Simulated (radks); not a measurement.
Results of a calculation; reference values are marked as such.
Effect of the nuclear size on the krypton ion Kr22+, [Ne] 3s2 3p2. Level of theory: Dirac Kohn-Sham, relativistic LDA (MacDonald-Vosko exchange, VWN5 correlation), spin-unpolarised, spherical densities, finite nucleus; open shells are shared between the two j in proportion to 2j + 1; Fermi nuclear charge, rms radius 4.1884 fm (a radial shooting solver on a logarithmic mesh with Libxc functionals). The rms radius is varied about that value; shifts are against it.

| rms radius (fm) | total energy shift (eV) | density at nucleus (e/bohr^3) | 1s1/2 shift (meV) | 2s1/2 shift (meV) | 2p1/2 shift (meV) | 3s1/2 shift (meV) | 3p1/2 shift (meV) | 3p3/2 shift (meV) | 4s1/2 (empty) shift (meV) |
|---|---|---|---|---|---|---|---|---|---|
| 3.4345 | -0.206 | 5.006e+04 | -86.1 | -8.89 | 0.716 | -2.04 | 0.185 | 0.205 | -0.751 |
| 3.9915 | -0.0573 | 4.947e+04 | -24.0 | -2.48 | 0.200 | -0.569 | 0.051 | 0.057 | -0.209 |
| 4.1884 | 0 | 4.928e+04 | 0.000 | 0.000 | 0.000 | 0.000 | 0.000 | 0.000 | 0.000 |
| 4.3559 | 0.0508 | 4.912e+04 | 21.3 | 2.20 | -0.177 | 0.504 | -0.046 | -0.051 | 0.185 |
| 4.7832 | 0.189 | 4.876e+04 | 79.0 | 8.15 | -0.656 | 1.87 | -0.169 | -0.188 | 0.689 |

Slopes of the eigenvalues against <r^2> in GHz/fm^2, as finite differences over the two radii next to the reference (eigenvalue slopes, not the field-shift constants of lines): 1s1/2 3600, 2s1/2 372, 2p1/2 -29.9, 3s1/2 85.3, 3p1/2 -7.71, 3p3/2 -8.58, 4s1/2 (empty) 31.4.
